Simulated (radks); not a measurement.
Spherical jellium clusters: N electrons in a uniform positive sphere of charge N and radius rs N^(1/3), rs = 4.47 bohr. Method: non-relativistic Kohn-Sham, PBE, spin-polarised, spherical densities; computed with a radial shooting solver with Libxc functionals. Levels are named by radial order and angular momentum (1s, 1p, 1d, 2s, ...), and open shells are averaged over m.

N = 9, configuration 1s2 1p6 1d(up 1, down 0). This is the lowest configuration that the search found. Occupied levels:

| level | occupation | eigenvalue (eV) | <r> (bohr) |
|---|---|---|---|
| 1s up | 1 | -4.0817 | 6.280 |
| 1s down | 1 | -4.0360 | 5.989 |
| 1p up | 3 | -3.1888 | 7.392 |
| 1p down | 3 | -3.0534 | 7.235 |
| 1d up | 1 | -2.0500 | 8.381 |

Energy (eV): total -16.2017, kinetic 12.783, external -280.03, Hartree 138.26, exchange-correlation -29.444, background 142.23.
